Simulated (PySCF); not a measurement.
Mo(O)(NH)(NH2)(Me) (CH6MoN2O), SMILES [CH3][Mo](=[NH])([NH2])=[O], multiplicity 1.

Coordinates come from a PBE-D3(BJ)/def2-SVP optimisation. The multiplicity is an assumed one; no other spin state was optimised. The structure was generated by enumeration; whether it is a known compound was not checked. The def2 effective core potentials stand for the cores of Mo; spin–orbit coupling is left out. The values are those of a single conformer.

Level of theory: PBE-D3(BJ)/def2-SVP (PySCF).

Frequencies are harmonic and unscaled.

| mode | ν (cm⁻¹) | IR (km/mol) | Raman (Å⁴/amu) | depolarisation | moving atoms (share of kinetic energy) |
|---|---|---|---|---|---|
| 1 | 172 | 1.2 | 0.8 | 0.75 | H 86 % |
| 2 | 176 | 4.2 | 4.1 | 0.75 | H 40 %, N 29 %, C 21 % |
| 3 | 199 | 3.3 | 3.9 | 0.73 | H 27 %, C 25 %, O 19 %, N 18 %, Mo 11 % |
| 4 | 208 | 1.0 | 1.9 | 0.75 | O 45 %, H 18 %, Mo 15 %, N 15 % |
| 5 | 222 | 2.2 | 5.7 | 0.74 | N 57 %, H 25 %, O 8 %, Mo 8 % |
| 6 | 272 | 11.0 | 5.7 | 0.74 | O 42 %, N 32 %, H 17 % |
| 7 | 404 | 4.0 | 0.4 | 0.72 | H 94 % |
| 8 | 492 | 71.7 | 1.3 | 0.75 | H 74 %, N 21 % |
| 9 | 524 | 56.1 | 3.8 | 0.11 | H 50 %, C 35 %, N 9 % |
| 10 | 542 | 99.8 | 5.3 | 0.24 | H 55 %, C 24 %, N 14 % |
| 11 | 612 | 46.9 | 3.7 | 0.71 | H 79 %, C 11 %, N 8 % |
| 12 | 621 | 18.4 | 6.2 | 0.35 | H 73 %, N 14 %, C 10 % |
| 13 | 640 | 16.6 | 3.7 | 0.25 | H 74 %, N 21 % |
| 14 | 671 | 14.8 | 6.8 | 0.23 | H 64 %, N 20 %, C 12 % |
| 15 | 724 | 100.8 | 13.6 | 0.22 | N 47 %, H 35 %, Mo 14 % |
| 16 | 950 | 101.5 | 23.1 | 0.21 | N 73 %, Mo 17 % |
| 17 | 989 | 111.5 | 17.9 | 0.06 | O 81 %, Mo 14 % |
| 18 | 1140 | 0.5 | 0.2 | 0.62 | H 80 %, C 20 % |
| 19 | 1354 | 8.3 | 16.2 | 0.73 | H 95 % |
| 20 | 1359 | 6.6 | 15.3 | 0.75 | H 95 % |
| 21 | 1458 | 24.2 | 14.2 | 0.53 | H 89 %, N 11 % |
| 22 | 2963 | 0.7 | 171.9 | 0.02 | H 98 % |
| 23 | 3070 | 3.5 | 85.1 | 0.74 | H 91 %, C 9 % |
| 24 | 3081 | 2.5 | 75.6 | 0.75 | H 91 %, C 9 % |
| 25 | 3456 | 93.7 | 150.1 | 0.18 | H 96 % |
| 26 | 3474 | 86.7 | 203.7 | 0.30 | H 93 % |
| 27 | 3558 | 40.4 | 64.6 | 0.74 | H 91 %, N 9 % |
